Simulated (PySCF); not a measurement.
# Polarisability and C₆ of Ba⁺ (barium, charge +1)

[Xe] 6s1, 2S determinant. Computed with PySCF 2.14 in aug-cc-pVTZ-X2C, with the spin-free X2C one-electron Hamiltonian (Gaussian nucleus). Coupled (time-dependent) response in atomic units; α is the mean over directions.

```
 method  mean α (bohr³)  C₆ (like pair)  S(−4)
  M06-L           147.4            1714  16720
r2SCAN0           137.2            1547  14400
```

S(−4) is the Cauchy moment in α(ω) = α(0) + S(−4) ω² + …

α(iu) at r2SCAN0:

```json
{"u (hartree)": "0", "α(iu) (bohr³)": "137.2"}
{"u (hartree)": "0.0500", "α(iu) (bohr³)": "109.2"}
{"u (hartree)": "0.100", "α(iu) (bohr³)": "69.78"}
{"u (hartree)": "0.200", "α(iu) (bohr³)": "33.01"}
{"u (hartree)": "0.300", "α(iu) (bohr³)": "20.84"}
{"u (hartree)": "0.500", "α(iu) (bohr³)": "12.31"}
{"u (hartree)": "0.750", "α(iu) (bohr³)": "8.084"}
{"u (hartree)": "1.00", "α(iu) (bohr³)": "5.788"}
{"u (hartree)": "1.50", "α(iu) (bohr³)": "3.379"}
{"u (hartree)": "2.00", "α(iu) (bohr³)": "2.223"}
{"u (hartree)": "3.00", "α(iu) (bohr³)": "1.210"}
{"u (hartree)": "5.00", "α(iu) (bohr³)": "0.5616"}
```

For an ion, C₆ is the dispersion term alone; charge-induced terms of lower order in 1/R come first.

Spin-orbit coupling, which splits the p, d and f shells strongly at this Z, is absent.
